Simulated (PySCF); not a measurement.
CHO2, SMILES O=C=[OH+], charge +1. Atoms are numbered in the order given.

```xyz
4

O     -0.0168     1.2318     0.0000
C     -0.0122     0.1099     0.0000
O      0.1114    -1.1026     0.0000
H     -0.6833    -1.6921     0.0000
```
Charge +1, spin multiplicity 1.

Geometry optimised at B3LYP-D3(BJ)/def2-TZVP. The isomer is the one that the SMILES or the coordinates give; other isomers of the formula were not compared.

Vertical ionisation energy (IE) and electron affinity (EA) in eV. Rows of orbital energies are one-electron estimates. Where ΔSCF, EOM or ADC give a negative EA the extra electron is unbound and the value depends on the basis.

| level | IE | EA |
|---|---|---|
| −ε(HOMO), −ε(LUMO), B3LYP/def2-TZVPD (PySCF) | 19.30 | 8.87 |
| −ε(HOMO), −ε(LUMO), r2SCAN/def2-TZVPD (PySCF) | 18.26 | 9.38 |
